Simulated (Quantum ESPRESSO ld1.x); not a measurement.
Isoelectronic series with 58 electrons, all held in the configuration [Xe] 4f1 5d1 6s2, which need not be the ground one along the series. All-electron calculation, scalar-relativistic Kohn-Sham, PBEsol, spin-unpolarised, spherical densities, point nucleus. Program: ld1.x of Quantum ESPRESSO 7.5. Total energies (hartree) and mean radii <r> (bohr):

ion,E (hartree),5d,6s,4f,5p
Ce,-8857.099,2.950,4.324,1.105,1.760
Pr+,-9233.360,2.398,3.648,0.9516,1.654
Nd2+,-9618.752,2.102,3.218,0.8599,1.560
Pm3+,-10013.307,1.899,2.909,0.7936,1.477
Sm4+,-10417.067,1.747,2.671,0.7416,1.404
Eu5+,-10830.085,1.625,2.479,0.6987,1.338
Gd6+,-11252.418,1.523,2.319,0.6624,1.280
Tb7+,-11684.128,1.437,2.183,0.6309,1.226
Dy8+,-12125.280,1.363,2.066,0.6031,1.178
Ho9+,-12575.943,1.297,1.962,0.5783,1.134
Er10+,-13036.191,1.238,1.870,0.5560,1.093
Tm11+,-13506.100,1.186,1.788,0.5357,1.056
Yb12+,-13985.750,1.138,1.713,0.5172,1.021
Lu13+,-14475.223,1.095,1.645,0.5001,0.9882
Hf14+,-14974.607,1.055,1.583,0.4843,0.9579
Ta15+,-15483.992,1.019,1.526,0.4696,0.9295
W16+,-16003.472,0.9851,1.473,0.4560,0.9029
Re17+,-16533.146,0.9537,1.424,0.4432,0.8778
Os18+,-17073.115,0.9244,1.378,0.4312,0.8541
Ir19+,-17623.485,0.8971,1.335,0.4199,0.8318
Pt20+,-18184.366,0.8715,1.295,0.4093,0.8106

5d drops below 6s between Ce and Pr+. 4f drops below 5p between Pm3+ and Sm4+.
